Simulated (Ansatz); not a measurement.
C₅H₉O, SMILES C[CH]CC(C)=O, multiplicity 2.

Geometry optimised at B3LYP-D3(BJ)/def2-SVP. The isomer is the one that the SMILES or the coordinates give; other isomers of the formula were not compared. Other conformers were not sampled.

Two levels are set side by side: PBE/def2-SVPD (Ansatz, a first-principles code) and PBE0/def2-SVPD (Ansatz). Energy differences of separate SCF runs at the same geometry; the states with an electron removed or added have multiplicity 1 and 1. Differences are taken from unrounded values.

```json
[
 {"quantity": "vertical ionisation energy (eV)", "PBE0": "7.77"}
]
```

### Question
What does PBE give, and how far is it from PBE0? (Estimate from the structure and the level; the computed values follow.)

### Answer

```csv
quantity,PBE,PBE minus PBE0
vertical ionisation energy (eV),7.40,-0.37
```
